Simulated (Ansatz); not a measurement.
A single point on CH₅BrO₂Si (`CO[SiH](O)Br`).

```yaml
crystal:
  periodic: [false, false, false]
  atoms:
    - {symbol: C, position_ang: [-0.635006, -1.504511, 0.239130]}
    - {symbol: O, position_ang: [-0.504965, -0.280615, -0.452488]}
    - {symbol: Si, position_ang: [0.655158, 0.833650, -0.241784]}
    - {symbol: O, position_ang: [0.298731, 2.153116, -1.113378]}
    - {symbol: Br, position_ang: [0.767986, 1.312342, 1.932884]}
    - {symbol: H, position_ang: [0.215603, -2.164121, 0.040046]}
    - {symbol: H, position_ang: [-0.711298, -1.340080, 1.317884]}
    - {symbol: H, position_ang: [-1.545054, -1.992143, -0.111525]}
    - {symbol: H, position_ang: [1.987838, 0.376543, -0.669215]}
    - {symbol: H, position_ang: [-0.528983, 2.605818, -0.941544]}
basis:
  gaussian: {orbitals: def2-QZVPP}
correlation: {method: mp2}
```

```sh
$ ansatz run in.yaml --threads 2 --pin off --events-out ev --progress --plain --max-ram 32768MiB --backend cuda --devices 0, --max-vram 18GiB
```

Output, abridged:

```
Functional definition: HF
2948 factors; integrals over basis functions are off by at most 8.1e-4 eV
mean field evaluation 1: about -83049.4650 eV, gradient 4.7e1 eV
mean field evaluation 2: about -83049.6029 eV, gradient 4.7e1 eV
mean field evaluation 4: about -83053.7222 eV, gradient 3.7e0 eV
mean field evaluation 8: about -83053.7730 eV, gradient 2.9e-1 eV
mean field -83053.77323281 eV, -3052.1698704364 hartree, gradient 3.3e-6 eV, S^2 0.000000; 0 other end points of the search recorded, 0 dependent functions left out
17 core orbitals not correlated: weight in the atoms' cores, before any rotation towards them, 1.000 or more for the frozen orbitals, at most 0.000 for the correlated occupied ones
reference -83053.77323281 eV, -3052.1698704364 hartree; 21, 21 occupied and 442, 442 virtual orbitals, 2948 factors
second order -38.67177662 eV of doubles, -0.00000000 eV of singles
Total energy: -83092.44500943 eV, -3053.5910320144 hartree
```

It took 9 s on 2 threads of an AMD EPYC 7R13 on a shared host and a share of an NVIDIA H100 80 GB, with 1.1 GiB of host memory at the peak.
